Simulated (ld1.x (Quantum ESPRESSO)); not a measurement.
## Logarithmic derivatives: Zn (Z = 30), RRKJ

| Property | Result |
| --- | --- |
| Element | zinc (Zn) |
| Generator | ld1.x (Quantum ESPRESSO) 7.5 |
| Type | norm-conserving RRKJ (Kleinman–Bylander form) |
| Functional | LDA (PZ) |
| Relativity | scalar-relativistic |
| Frozen core | [Ne] |
| Valence charge | 20 |
| Reference configuration | 3s2 3p6 3d10 4s1.5 4p0.5 |
| Partial waves | 3p (bound): rc 0.75 bohr; 3d (bound): rc 0.65 bohr; 3s (bound): rc 1.00 bohr |
| Local potential | the s channel |
| Core correction | none |
| rho0 | 0.001 |

Occupied shells without a wave of their own: 4p, 4s. They enter only through the test configuration that unscreens the potential.

The phase is arctan(r·u′/u) with u = r·R(r), unwrapped; energies in Ry, scanned from -12 to 5 Ry. A pole is an energy at which the radial function vanishes at the test radius. The pseudo phase is shifted by a multiple of π to meet the all-electron one at the reference energy, and phase errors are pseudo minus all-electron; the curves can meet again beyond the range given. Levels narrower than the energy grid can be missing from the lists of poles.

Q: For each channel, where are the poles, and over which energies does the pseudopotential scatter like the atom?

A:

```json
{"channel": "s", "radius (bohr)": "1.10", "reference energy (Ry)": "-9.54", "poles, all-electron": "-7.25", "poles, pseudo": "-7.31", "unbroken range about the reference energy with phases within 0.05 rad": "below 0.1", "phase error 1 Ry above the reference energy (rad)": "-0.002"}
{"channel": "p", "radius (bohr)": "1.10", "reference energy (Ry)": "-6.21", "poles, all-electron": "-3.60", "poles, pseudo": "-3.66", "unbroken range about the reference energy with phases within 0.05 rad": "below 4.8", "phase error 1 Ry above the reference energy (rad)": "-0.001"}
{"channel": "d", "radius (bohr)": "1.10", "reference energy (Ry)": "-0.85", "poles, all-electron": "2.05", "poles, pseudo": "1.96", "unbroken range about the reference energy with phases within 0.05 rad": "the whole range", "phase error 1 Ry above the reference energy (rad)": "-0.002"}
```

The potential misses its own reference levels by up to 0.6 eV.

Phases in the s channel:

| E (Ry) | all-electron | pseudo |
| --- | --- | --- |
| -12.00 | 0.711 | 0.692 |
| -11.52 | 0.439 | 0.416 |
| -11.04 | -0.007 | -0.027 |
| -10.56 | -0.542 | -0.551 |
| -10.08 | -0.943 | -0.945 |
| -9.60 | -1.182 | -1.182 |
| -9.12 | -1.327 | -1.327 |
| -8.64 | -1.421 | -1.423 |
| -8.16 | -1.487 | -1.490 |
| -7.68 | -1.536 | -1.540 |
| -7.20 | -1.574 | -1.579 |
| -6.72 | -1.605 | -1.611 |
| -6.24 | -1.631 | -1.638 |
| -5.76 | -1.653 | -1.662 |
| -5.28 | -1.672 | -1.683 |
| -4.80 | -1.690 | -1.702 |
| -4.32 | -1.706 | -1.720 |
| -3.84 | -1.721 | -1.737 |
| -3.36 | -1.736 | -1.754 |
| -2.88 | -1.749 | -1.770 |
| -2.40 | -1.763 | -1.787 |
| -1.92 | -1.776 | -1.804 |
| -1.44 | -1.790 | -1.821 |
| -0.96 | -1.803 | -1.839 |
| -0.48 | -1.817 | -1.858 |
| 0.00 | -1.831 | -1.879 |
| 0.48 | -1.846 | -1.902 |
| 0.96 | -1.862 | -1.927 |
| 1.44 | -1.879 | -1.954 |
| 1.92 | -1.897 | -1.986 |
| 2.40 | -1.916 | -2.022 |
| 2.88 | -1.937 | -2.064 |
| 3.36 | -1.959 | -2.113 |
| 3.84 | -1.985 | -2.173 |
| 4.32 | -2.013 | -2.246 |
| 4.80 | -2.044 | -2.336 |
